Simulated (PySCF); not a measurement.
C3H10SeSi.
Numbering: `[CH3:1][CH:2]([CH3:3])[Se:4][SiH3:5]` (hydrogens: H6, H7, H8 on C1; H9 on C2; H10, H11, H12 on C3; H13, H14, H15 on Si5)

Structure used (PBE0-D3(BJ)/def2-SVP), in Å, numbered top down from 1:
```xyz
15
C3H10SeSi angstrom
C     -2.0210   -0.2878   -0.6817
C     -0.6658    0.1111   -0.1236
C     -0.4630   -0.3621    1.3034
Se     0.7146   -0.6201   -1.3573
Si     2.5217    0.4634   -0.5082
H     -2.8225    0.1269   -0.0492
H     -2.1366   -1.3831   -0.6952
H     -2.1660    0.0848   -1.7061
H     -0.5548    1.2055   -0.1792
H     -1.2368    0.0738    1.9578
H      0.5169   -0.0667    1.7066
H     -0.5368   -1.4585    1.3681
H      3.6394    0.2093   -1.4626
H      2.9190   -0.0263    0.8481
H      2.2531    1.9317   -0.4083
```

Level of theory: PySCF, TDDFT CAM-B3LYP/def2-SVPD, vertical, gas phase, core orbitals frozen in the response. The CAM-B3LYP/def2-SVPD calculation is non-relativistic and has no spin–orbit coupling, an omission that weighs most on selenium.

Transition dipole moments from the ground state, in atomic units and in the frame of the coordinates above (overall signs are arbitrary), for the states with f of 0.002 or more among the lowest 8:

```json
{"state": "S1", "E (eV)": "4.931", "μx": "-0.002", "μy": "-0.118", "μz": "0.096"}
{"state": "S2", "E (eV)": "5.639", "μx": "-0.086", "μy": "0.276", "μz": "-0.279"}
{"state": "S3", "E (eV)": "6.336", "μx": "0.056", "μy": "0.129", "μz": "-0.266"}
{"state": "S5", "E (eV)": "6.789", "μx": "-0.035", "μy": "-0.224", "μz": "-0.029"}
{"state": "S6", "E (eV)": "6.932", "μx": "0.067", "μy": "0.396", "μz": "-0.056"}
{"state": "S7", "E (eV)": "7.045", "μx": "0.041", "μy": "0.269", "μz": "0.397"}
{"state": "S8", "E (eV)": "7.205", "μx": "0.284", "μy": "0.031", "μz": "0.144"}
```

Problem. What oscillator strength does each state have?

Solution. f = (2/3) ΔE |μ|² with ΔE in hartree (27.2114 eV).

```json
{"state": "S1", "|μ|² (au)": "0.023", "|μ| (D)": "0.39", "f": "0.003"}
{"state": "S2", "|μ|² (au)": "0.162", "|μ| (D)": "1.02", "f": "0.022"}
{"state": "S3", "|μ|² (au)": "0.091", "|μ| (D)": "0.77", "f": "0.014"}
{"state": "S5", "|μ|² (au)": "0.052", "|μ| (D)": "0.58", "f": "0.009"}
{"state": "S6", "|μ|² (au)": "0.164", "|μ| (D)": "1.03", "f": "0.028"}
{"state": "S7", "|μ|² (au)": "0.232", "|μ| (D)": "1.22", "f": "0.040"}
{"state": "S8", "|μ|² (au)": "0.102", "|μ| (D)": "0.81", "f": "0.018"}
```

Problem. What angle do the transition dipoles of S3 and S7 make?

Solution. |cos θ| = |μa·μb| / (|μa| |μb|) = 0.47, so θ ≈ 62° (taken between 0 and 90°, since the signs are arbitrary).

All these states lie below the vertical ionisation energy of 8.57 eV (ΔSCF).

Run on an Arm Neoverse V2 with one thread (shared host).

One conformer stands for the species.

Without π bonds the low states may be Rydberg-like; a valence basis with one diffuse set may place them up to an eV too high.
